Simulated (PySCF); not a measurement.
TPSS on V (vanadium, neutral), [Ar] 3d3 4s1 4p1, one real determinant (an excited configuration). Calculation: PySCF 2.14, in x2c-QZVPPall; scalar relativity by spin-free X2C-1e.

```
cycle= 1 E= -949.149241697792  delta_E= -0.0147  |g|= 0.0413  |ddm|= 0.39
cycle= 2 E= -949.147796621909  delta_E= 0.00145  |g|= 0.0693  |ddm|= 0.105
cycle= 3 E= -949.143562471528  delta_E= 0.00423  |g|= 0.123  |ddm|= 0.34
cycle= 4 E= -949.149746355095  delta_E= -0.00618  |g|= 0.0351  |ddm|= 0.144
cycle= 5 E= -949.150088629322  delta_E= -0.000342  |g|= 0.017  |ddm|= 0.017
cycle= 6 E= -949.15021654276  delta_E= -0.000128  |g|= 0.00213  |ddm|= 0.022
cycle= 7 E= -949.150217992785  delta_E= -1.45e-06  |g|= 0.000963  |ddm|= 0.00188
cycle= 8 E= -949.150218405695  delta_E= -4.13e-07  |g|= 9.7e-06  |ddm|= 0.0013
cycle= 9 E= -949.150218405725  delta_E= -3.02e-11  |g|= 3.96e-06  |ddm|= 3.31e-05
converged SCF energy = -949.150218405725  <S^2> = 8.7504805  2S+1 = 6.0001602
```

Highest occupied orbital energy: -2.240 eV; ⟨L²⟩ = 12.44; populations by l: s 6.73, p 13.00, d 3.27, f 0.00.

Problem. Can this result be used?

Solution. Not for this state. The calculation finished and met its thresholds. ⟨L²⟩ = 12.44 against 20 for a pure G term, so this real determinant mixes terms. The s, p, d and f populations moved away from the nominal configuration during the SCF.
